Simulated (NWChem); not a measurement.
# CH₆FNSi₂; SMILES F[Si@@H]1N[SiH2]C1

```xyz
11

F     -0.0324    -2.1084    -0.6621
Si     0.0122    -0.8973     0.4265
C      1.3386     0.3828     0.0592
Si    -0.0874     1.6037    -0.2184
N     -1.2051     0.3038     0.1694
H     -0.0053    -1.5884     1.7438
H      2.0078     0.6323     0.8960
H      1.9461     0.1568    -0.8299
H     -0.2171     2.1544    -1.6033
H     -0.1257     2.7551     0.7362
H     -2.2155     0.2750     0.2227
```
Atoms are numbered in this order, from 1.

Computed with NWChem. The geometry was optimised at PBE0/def2-SVP. Level: B3LYP/def2-SVP with SMD (1 M gas to 1 M solution), gas-phase geometry. Reactions with the solvent are ignored.

Question: What does the run give for solvent tetrahydrofuran? Quantities: solvation free energy (kcal/mol); cavity-dispersion-structure term (kcal/mol); dipole in solution (D).

Answer: solvation free energy (kcal/mol): -2.5
cavity-dispersion-structure term (kcal/mol): 0.6
dipole in solution (D): 1.75
